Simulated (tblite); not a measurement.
C5H2ClS (doublet state).
SMILES: `C#C[C@H](Cl)[C]=C=S`

All values are computed: GFN2-xTB (tblite) harmonic vibrations without scaling, gas phase. The method is semi-empirical: single wavenumbers can be off by several per cent or more. Open shells enter through the occupations alone, without spin polarisation, and single modes of such species can be off by tens of per cent.

Harmonic wavenumbers (cm⁻¹): 61.2, 89.8, 141.4, 220.7, 246.8, 278.7, 359.3, 410.5, 444.2, 602.7, 628.5, 697.0, 710.2, 973.4, 1091.9, 1120.4, 1220.5, 2124.4, 2277.3, 2879.7, 3392.9.

A = 2931, B = 862.4, C = 692.6 MHz; mass 128.957 u (most abundant isotopes); point group C1, symmetry number 1; spin multiplicity 2.

Problem. Zero-point energy?

Solution. Half the sum of the wavenumbers: 9986 cm⁻¹ = 28.55 kcal/mol.

Problem. What is S at 298.15 K and 1 bar for an ideal gas of classical rigid rotors and harmonic oscillators?

Solution. Translation 40.50, rotation 29.60, vibration 20.70, spin (R ln 2) 1.38: S = 92.2 cal/(mol K).

Problem. And Cp and H(298.15 K) − H(0)?

Solution. Cp = 28.26 cal/(mol K), of which vibrations give 20.31 (their classical limit is 21 R = 41.7); H(298.15 K) − H(0) = 5.66 kcal/mol without the zero-point energy, 3.29 from vibrations.

Problem. Blend soft modes into free rotors: weight 1/[1 + (100 cm⁻¹/ν̃)⁴] for the oscillator and the rest for a rotor with moment μB/(μ + B), μ = h/(8π²ν), B = 10⁻⁴⁴ kg m². What vibrational entropy results?

Solution. 19.29 cal/(mol K) in place of 20.70, which changes −T·S at 298.15 K by +0.42 kcal/mol.

Problem. What must be added to the electronic energy to get the Gibbs energy at 298.15 K and 1 bar?

Solution. ZPE + [H(298.15 K) − H(0)] − T·S = 28.55 + 5.66 − 27.48 = 6.73 kcal/mol.

Problem. How do the functions run with temperature in this model?

Solution. 
```json
{"T (K)": "150", "S (cal/(mol K))": "75.8", "Cp (cal/(mol K))": "19.8", "H − H(0) (kcal/mol)": "2.05", "G − H(0) (kcal/mol)": "-9.32", "ln q(vib)": "2.03"}
{"T (K)": "250", "S (cal/(mol K))": "87.4", "Cp (cal/(mol K))": "25.9", "H − H(0) (kcal/mol)": "4.35", "G − H(0) (kcal/mol)": "-17.50", "ln q(vib)": "3.96"}
{"T (K)": "400", "S (cal/(mol K))": "101.0", "Cp (cal/(mol K))": "32.1", "H − H(0) (kcal/mol)": "8.74", "G − H(0) (kcal/mol)": "-31.67", "ln q(vib)": "6.70"}
{"T (K)": "600", "S (cal/(mol K))": "115.1", "Cp (cal/(mol K))": "36.9", "H − H(0) (kcal/mol)": "15.69", "G − H(0) (kcal/mol)": "-53.35", "ln q(vib)": "9.98"}
{"T (K)": "900", "S (cal/(mol K))": "130.9", "Cp (cal/(mol K))": "41.2", "H − H(0) (kcal/mol)": "27.47", "G − H(0) (kcal/mol)": "-90.36", "ln q(vib)": "14.14"}
```

q(vib) and H(0) count from the zero-point level.

Hindered rotation and anharmonicity are outside this model. The structure is chiral; the term R ln 2 for an equal mix with its mirror image is left out.
